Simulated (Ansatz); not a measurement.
Stepwise reaction of `[AlH2][SH]` with water, as a gas-phase model of exchange steps in deposition or etching. ΔE in kJ/mol.

Gas-phase electronic energies from Ansatz, PBE0-D4/def2-TZVP geometries. CCSD(T)/CBS adds triple-zeta CCSD(T) − MP2 to the extrapolated MP2 energy (def2 sets, frozen cores). This one scheme is used for every species. Functionals use def2-TZVPP. B3LYP here is the variant with VWN-RPA as its local correlation; programs differ in this. Each species was taken in one conformer, which may not be the lowest.

```
step                                           reaction  PBE-D4  B3LYP-D4  ωB97M-V  CCSD(T)/CBS
   1          `[AlH2][SH]` + H₂O → `[OH][AlH][SH]` + H₂  -112.8    -118.8   -117.1       -116.4
   2  `[OH][AlH][SH]` + H₂O → `[OH][Al]([OH])[SH]` + H₂  -106.5    -114.0   -111.7       -112.0
```

By hand: ΔE of the 2 steps together at CCSD(T)/CBS.

(-116.4) + (-112.0) = -228.4 kJ/mol, or -114.2 kJ/mol a step.

In ΔE the steps differ by no more than 4.4 kJ/mol. All are downhill at CCSD(T)/CBS. PBE-D4 differs from CCSD(T)/CBS by 3.6 to 5.5 kJ/mol a step. Isolated molecules leave out the surface, adducts and barriers. Largest T1 diagnostic: 0.012.
